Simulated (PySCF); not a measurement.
## Sb (antimony, neutral) across methods

[Kr] 4d10 5s2 5p2 5d1, one real determinant (an excited configuration). Calculation: PySCF 2.14, in aug-cc-pwCVTZ-DK3 with one added diffuse shell each of s, p, d, f type (11s10p8d5f1g, 125 functions); scalar relativity by spin-free X2C-1e.

| method | E (hartree) | mean ε 5s β (eV) | mean ε 5p α (eV) | mean ε 5d α (eV) | Σ⟨r²⟩ (bohr²) | ⟨S²⟩ |
| --- | --- | --- | --- | --- | --- | --- |
| r2SCAN | -6480.28 | -15.362 | -8.641 | -0.880 | 102.4 | 3.753 |
| PBE | -6479.87 | -15.229 | -8.201 | -0.953 | 101.3 | 3.751 |
| LDA | -6474.10 | -15.605 | -8.234 | -0.907 | 99.44 | 3.751 |
| UHF | -6477.48659 | -18.239 | -12.437 | -1.712 | 113.8 | 3.758 |
| PBE0 | -6479.94 | -16.246 | -9.398 | -1.221 | 103.2 | 3.752 |

⟨L²⟩ = 7.90 against 12 for a pure F term, so this real determinant mixes terms. The outer electron is Rydberg-like, and this basis confines it to a smaller radius and binds it less than a complete one would.
